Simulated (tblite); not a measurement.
C5H7BClN2 (doublet state).
Numbering: `[CH2:1][C@H:2]([CH:3]=[CH2:4])[NH:5][B:6]([Cl:7])[C:8]#[N:9]` (hydrogens: H10, H11 on C1; H12 on C2; H13 on C3; H14, H15 on C4; H16 on N5)
Bond orders are those of one Lewis drawing.

Computed with GFN2-xTB (tblite), gas phase: L-BFGS steps from a force-field or distance-geometry start until the largest atomic force falls under 0.01 eV/Å.

Step 60: E = -702.1919 eV
```
atom  x, y, z in Å  |  force x, y, z in eV/Å
C1     -1.1095   -0.4037    1.7020    0.015  -0.015   0.054
C2     -0.3177   -0.0429    0.5119   -0.046  -0.015  -0.037
C3     -1.1977   -0.2135   -0.7185   -0.059  -0.008   0.003
C4     -1.5965    0.7939   -1.4698    0.018   0.018   0.015
N5      0.8899   -0.8394    0.3761    0.022   0.021  -0.016
B6      2.1273   -0.3829   -0.0351    0.038  -0.029   0.006
Cl7     3.4577   -1.4893   -0.1996   -0.002  -0.023   0.002
C8      2.3622    1.0941   -0.3637   -0.019   0.064  -0.016
N9      2.5457    2.1945   -0.6333   -0.010  -0.055   0.031
H10    -2.0723    0.0496    1.8395    0.075  -0.008   0.019
H11    -0.7882   -1.1701    2.3826   -0.018   0.032  -0.091
H12    -0.0083    1.0158    0.5473   -0.050  -0.041   0.002
H13    -1.5170   -1.2264   -0.9235    0.057  -0.004   0.027
H14    -2.2431    0.6527   -2.3207    0.045   0.016   0.038
H15    -1.2820    1.8017   -1.2536   -0.043   0.022  -0.070
H16     0.7418   -1.8252    0.5468   -0.022   0.024   0.034
```

Step 61: E = -702.1928 eV
```
atom  x, y, z in Å  |  force x, y, z in eV/Å
C1     -1.1114   -0.4070    1.6989    0.031   0.064  -0.012
C2     -0.3163   -0.0403    0.5139   -0.034  -0.012  -0.067
C3     -1.1958   -0.2115   -0.7169   -0.057   0.006  -0.003
C4     -1.5994    0.7931   -1.4700    0.049   0.000   0.002
N5      0.8909   -0.8380    0.3772   -0.014   0.014  -0.010
B6      2.1290   -0.3837   -0.0350    0.016   0.003   0.003
Cl7     3.4567   -1.4896   -0.2036    0.017  -0.042   0.001
C8      2.3640    1.0948   -0.3627   -0.045  -0.048   0.017
N9      2.5445    2.1953   -0.6303    0.008   0.036   0.007
H10    -2.0654    0.0579    1.8446    0.016   0.014   0.027
H11    -0.7934   -1.1762    2.3710    0.014  -0.077   0.008
H12    -0.0095    1.0177    0.5542   -0.036  -0.016  -0.006
H13    -1.5095   -1.2265   -0.9167    0.029  -0.013   0.010
H14    -2.2467    0.6453   -2.3205    0.065   0.034   0.067
H15    -1.2791    1.8012   -1.2609   -0.076   0.003  -0.070
H16     0.7340   -1.8233    0.5452    0.016   0.035   0.028
```

Step 62: E = -702.1939 eV
```
atom  x, y, z in Å  |  force x, y, z in eV/Å
C1     -1.1107   -0.4057    1.6956    0.000   0.029   0.062
C2     -0.3142   -0.0429    0.5109   -0.018   0.001  -0.067
C3     -1.2009   -0.2152   -0.7149   -0.038  -0.011   0.003
C4     -1.6016    0.7903   -1.4684    0.040   0.011  -0.019
N5      0.8941   -0.8384    0.3736   -0.012   0.012  -0.010
B6      2.1344   -0.3812   -0.0314   -0.022   0.012   0.004
Cl7     3.4662   -1.4822   -0.1957    0.014  -0.045   0.002
C8      2.3664    1.0985   -0.3590   -0.052  -0.124   0.033
N9      2.5460    2.1980   -0.6292    0.016   0.099  -0.006
H10    -2.0529    0.0853    1.8518    0.096  -0.044   0.028
H11    -0.8108   -1.2000    2.3513   -0.034   0.001  -0.050
H12    -0.0099    1.0148    0.5497   -0.028   0.006  -0.011
H13    -1.5233   -1.2296   -0.9064    0.027   0.007   0.005
H14    -2.2580    0.6440   -2.3127    0.076   0.040   0.070
H15    -1.2691    1.7970   -1.2675   -0.090  -0.025  -0.070
H16     0.7367   -1.8237    0.5407    0.027   0.029   0.025
```

**Question.** Estimate the geometry and energy of step 63. (The exact step hangs on the optimiser's Hessian estimate; all steps are aligned on step 62, rigid shifts and turns removed.)

**Answer.** E = -702.1953 eV, largest force 0.175 eV/Å
```
atom  x, y, z in Å  |  force x, y, z in eV/Å
C1     -1.1092   -0.4024    1.6954    0.088  -0.078   0.083
C2     -0.3143   -0.0444    0.5079    0.018   0.014  -0.031
C3     -1.2049   -0.2170   -0.7138   -0.001  -0.007   0.022
C4     -1.6017    0.7892   -1.4675    0.024  -0.005  -0.021
N5      0.8957   -0.8379    0.3704   -0.031  -0.002  -0.005
B6      2.1378   -0.3803   -0.0294   -0.046   0.016   0.003
Cl7     3.4724   -1.4791   -0.1890    0.002  -0.037   0.004
C8      2.3657    1.0999   -0.3572   -0.037  -0.166   0.040
N9      2.5463    2.1986   -0.6284    0.017   0.143  -0.016
H10    -2.0430    0.0979    1.8570    0.033  -0.014   0.043
H11    -0.8210   -1.2141    2.3388   -0.058   0.059  -0.089
H12    -0.0112    1.0124    0.5465   -0.018   0.040  -0.019
H13    -1.5295   -1.2310   -0.8999    0.006  -0.003  -0.012
H14    -2.2622    0.6446   -2.3065    0.036   0.025   0.012
H15    -1.2661    1.7952   -1.2739   -0.066   0.000  -0.040
H16     0.7377   -1.8228    0.5379    0.033   0.014   0.025
```

The energy changes by -0.0014 eV. The first-order estimate −F·Δx gives -0.0021 eV and the mean of the old and new forces, exact on a quadratic surface, -0.0014 eV. The step makes an angle of 78° with the force vector and moves no atom by more than 0.021 Å.

The cost below is that of the whole relaxation. On an Arm Neoverse V2 with one thread, no GPU, shared host with 96 logical CPUs at a one-minute load of 31, this took 0.83 s.
